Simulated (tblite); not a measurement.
C₆H₁₁B.
Z-matrix (Å and degrees, GFN2-xTB geometry), rows numbered from 1:
```
B 
C   1  1.5524
C   2  1.3464  1  123.65
C   3  1.4885  2  126.25  1     0.57
C   2  1.4796  1  117.22  3   178.44
C   5  1.3298  2  120.14  1    32.14
C   5  1.5025  2  119.00  1  -148.49
H   1  1.1699  2  119.35  3  -141.86
H   1  1.1700  2  121.82  3    38.39
H   3  1.0843  2  120.07  1   178.43
H   4  1.0855  3  111.77  2   -13.34
H   4  1.0915  3  109.74  2   106.72
H   4  1.0900  3  110.06  2  -135.48
H   6  1.0775  5  122.01  2   179.77
H   6  1.0768  5  121.55  2     0.70
H   7  1.0900  5  110.71  2   -74.78
H   7  1.0886  5  110.65  2    45.16
H   7  1.0872  5  110.35  2   165.81
```

Calculated harmonic vibrations of the isolated species, GFN2-xTB (tblite), most abundant isotopes, no scaling. The method is semi-empirical: single wavenumbers can be off by several per cent or more. Modes of hydrogen on boron can be 10 to 20 % off. One conformer, not necessarily the lowest.

Harmonic wavenumbers (cm⁻¹): 39.0, 125.2, 137.0, 167.4, 176.7, 262.0, 287.4, 307.9, 374.6, 449.7, 503.1, 531.4, 695.6, 733.2, 812.5, 834.6, 858.5, 888.2, 946.1, 994.3, 1019.6, 1027.5, 1037.5, 1060.1, 1140.6, 1205.3, 1289.1, 1330.6, 1393.9, 1397.3, 1414.6, 1466.5, 1477.9, 1485.5, 1492.6, 1627.4, 1686.0, 2631.9, 2658.2, 2978.7, 2997.1, 3008.0, 3022.8, 3032.5, 3041.1, 3066.4, 3098.4, 3124.0.

A = 4249, B = 1863, C = 1378 MHz; mass 94.095 u (most abundant isotopes); point group C1, symmetry number 1.

Question: Zero-point energy?

Answer: ½Σν̃ = 32668 cm⁻¹ = 93.40 kcal/mol.

Question: Give the ideal-gas entropy at 350 K and 1 bar in the rigid-rotor, harmonic-oscillator model (classical rotation).

Answer: Translation 40.36, rotation 28.26, vibration 30.45: S = 99.1 cal/(mol K).

Question: And Cp and H(350 K) − H(0)?

Answer: Cp = 40.15 cal/(mol K), of which vibrations give 32.21 (their classical limit is 48 R = 95.4); H(350 K) − H(0) = 8.45 kcal/mol without the zero-point energy, 5.67 from vibrations.

Question: What must be added to the electronic energy to get the Gibbs energy at 350 K and 1 bar?

Answer: ZPE + [H(350 K) − H(0)] − T·S = 93.40 + 8.45 − 34.67 = 67.18 kcal/mol.

Question: Blend soft modes into free rotors: weight 1/[1 + (100 cm⁻¹/ν̃)⁴] for the oscillator and the rest for a rotor with moment μB/(μ + B), μ = h/(8π²ν), B = 10⁻⁴⁴ kg m². What vibrational entropy results?

Answer: 28.52 cal/(mol K) in place of 30.45, which changes −T·S at 350 K by +0.68 kcal/mol.

Question: Which modes carry the vibrational entropy at 350 K?

Answer: 39.0 cm⁻¹: 5.63; 125.2 cm⁻¹: 3.33; 137.0 cm⁻¹: 3.15; 167.4 cm⁻¹: 2.77; 176.7 cm⁻¹: 2.67; 262.0 cm⁻¹: 1.93 cal/(mol K); the other 42 give 10.98 together.

Question: How do the functions run with temperature in this model?

Answer: 
```tsv
T (K)	S (cal/(mol K))	Cp (cal/(mol K))	H − H(0) (kcal/mol)	G − H(0) (kcal/mol)	ln q(vib)
100	65.7	17.6	1.22	-5.35	1.41
200	80.7	26.6	3.44	-12.71	3.68
300	93.2	35.7	6.55	-21.42	6.01
500	115.5	52.2	15.41	-42.34	10.65
800	143.9	68.8	33.76	-81.39	17.36
1000	160.1	76.3	48.31	-111.83	21.55
```

q(vib) and H(0) count from the zero-point level.

Hindered rotation and anharmonicity are outside this model. Other conformers, if any are populated, would add a mixing term that is left out. The structure is chiral; the term R ln 2 for an equal mix with its mirror image is left out.

The run took 0.84 s of wall time on an Arm Neoverse N1 with one thread, shared host with 64 logical CPUs at a one-minute load of 60. This covers the Hessian and the dipole derivatives.
